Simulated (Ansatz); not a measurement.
A structure relaxed at r2SCAN-D4/def2-SVPD in Ansatz, charge -1, singlet:

```xyz
5

Al    0.000    0.000    0.000
Cl    0.180   -0.279    2.149
Cl   -0.220   -1.935   -0.967
Cl    1.784    0.989   -0.755
Cl   -1.744    1.226   -0.428
```

Problem. Give its formula, name or SMILES and point group.

Solution. [AlCl4]- (AlCl₄⁻). Point group Td (tolerance 0.1 Å).

Problem. Summarise the bond lengths by kind (pairs closer than 1.2 times the sum of covalent radii, bridged metal pairs left out).

Solution. 4 × Al–Cl 2.17 Å.
